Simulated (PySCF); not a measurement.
`C1=C=CCCCCC1`, C8H12

Geometry:
| atom | x (Å) | y (Å) | z (Å) |
| --- | --- | --- | --- |
| C1 | 0.272 | 1.645 | 0.207 |
| C2 | -0.923 | 1.895 | -0.270 |
| C3 | -2.003 | 0.851 | -0.108 |
| C4 | -1.478 | -0.516 | 0.334 |
| C5 | -0.477 | -1.192 | -0.634 |
| C6 | 0.979 | -1.358 | -0.171 |
| C7 | 1.878 | -0.117 | -0.266 |
| C8 | 1.343 | 1.000 | 0.598 |
| H9 | -1.146 | 2.806 | -0.838 |
| H10 | -2.514 | 0.751 | -1.083 |
| H11 | -2.781 | 1.198 | 0.596 |
| H12 | -1.024 | -0.421 | 1.334 |
| H13 | -2.352 | -1.174 | 0.467 |
| H14 | -0.852 | -2.204 | -0.853 |
| H15 | -0.486 | -0.664 | -1.604 |
| H16 | 0.985 | -1.733 | 0.868 |
| H17 | 1.443 | -2.155 | -0.779 |
| H18 | 1.927 | 0.212 | -1.317 |
| H19 | 2.905 | -0.383 | 0.033 |
| H20 | 1.755 | 1.145 | 1.604 |

Method: quadratic response CAM-B3LYP/aug-cc-pVDZ first hyperpolarisability, Taylor convention, gas phase in PySCF 2.14.0. Geometry: PBE0-D3(BJ)/def2-SVP.

Question: Give β for the processes computed.

Answer: In 10⁻³⁰ esu, Taylor convention; the vector part is βᵢ = ⅓ Σⱼ (βᵢⱼⱼ + βⱼᵢⱼ + βⱼⱼᵢ); β∥ is 3/5 of the vector part along the dipole, the dipole points from − to +:
```csv
process,λ (nm),β vector norm,β∥,β HRS,depolarisation ratio
"static β(0;0,0)",∞,1.05,0.62,0.42,5.45
"second harmonic β(−2ω;ω,ω)",1907,1.10,0.65,0.44,5.52
"Pockels β(−ω;ω,0)",1907,1.06,0.63,–,–
"second harmonic β(−2ω;ω,ω)",1064,1.21,0.72,0.49,5.71
"Pockels β(−ω;ω,0)",1064,1.10,0.65,–,–
```

Question: Which lowest excitations, dipole and polarisabilities go with it?

Answer: S1 5.47 eV (f = 0.003); S2 5.62 eV (f = 0.004); S3 6.13 eV (f = 0.025); dipole 0.92 D; isotropic α 95.3 au static, 95.6 au at 1907 nm, 96.2 au at 1064 nm, 96.4 au at 953.5 nm, 99.2 au at 532 nm.
